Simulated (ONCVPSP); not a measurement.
## Cutoff test, tungsten (W), ONCV

```json
{"Element": "tungsten (W)", "Generator": "ONCVPSP 4.0.1", "Type": "optimised norm-conserving Vanderbilt (ONCV)", "Functional": "PBE", "Relativity": "fully relativistic", "Frozen core": "[Kr] 4d10 4f14 5s2", "Valence charge": "12", "Reference configuration": "5p6 5d4 6s2", "Partial waves": "6s: rc 2.90 bohr, ncon 4, nbas 9, qcut 2.2 1/bohr, 2 projectors, debl 3.5 Ha; 5p: rc 1.50 bohr, ncon 3, nbas 6, qcut 10.7 1/bohr, 2 projectors, debl 2.7 Ha; 5d: rc 2.85 bohr, ncon 4, nbas 8, qcut 4.3 1/bohr, 2 projectors, debl 0.9 Ha", "Local potential": "polynomial inside 1.20 bohr (lpopt 5, dvloc0 6 Ha)", "Core correction": "none"}
```

Open shells are filled in proportion to 2j + 1.

**Question.** For each optimised wave give the share of its norm inside rc, the residual kinetic energy above qcut (Ha) and the cutoffs (Ha) for errors of 10, 1, 0.1 and 0.01 mHa per electron.

**Answer.**

| wave | norm inside rc | residual KE | 10 mHa | 1 mHa | 0.1 mHa | 0.01 mHa |
| --- | --- | --- | --- | --- | --- | --- |
| 6s | 0.461 | 2.2e-03 | 1.6 | 3.9 | 24.4 | 29.4 |
| s projector 2 | 0.194 | 3.7e-01 | 23.2 | 36.0 | 41.7 | 58.7 |
| 5p j=3/2 | 0.725 | 7.5e-08 | 25.4 | 33.5 | 40.0 | 45.3 |
| p projector 2 j=3/2 | 0.054 | 2.4e-08 | 20.3 | 30.3 | 37.9 | 43.9 |
| 5p j=1/2 | 0.805 | 1.1e-07 | 25.6 | 34.1 | 40.5 | 45.9 |
| p projector 2 j=1/2 | 0.052 | 2.7e-08 | 19.6 | 31.0 | 38.9 | 45.2 |
| 5d j=5/2 | 0.812 | 2.4e-04 | 6.7 | 8.5 | 14.2 | 28.9 |
| d projector 2 j=5/2 | 0.139 | 5.6e-04 | 6.8 | 8.9 | 14.6 | 33.5 |
| 5d j=3/2 | 0.841 | 3.0e-04 | 6.8 | 8.7 | 16.5 | 29.4 |
| d projector 2 j=3/2 | 0.142 | 6.8e-04 | 6.9 | 9.1 | 16.4 | 34.3 |

The occupied waves need 34 Ha and 40 Ha for 1 and 0.1 mHa. Note: ghosts flagged at negative energy: s at -3.7 eV; GHOST(+) flagged for s at 122.7 eV, d5/2 at 292.4 eV, d3/2 at 332.8 eV. A true bound ghost makes a file unfit for plane-wave use. 3 of 4 tests not solved or not reliable.
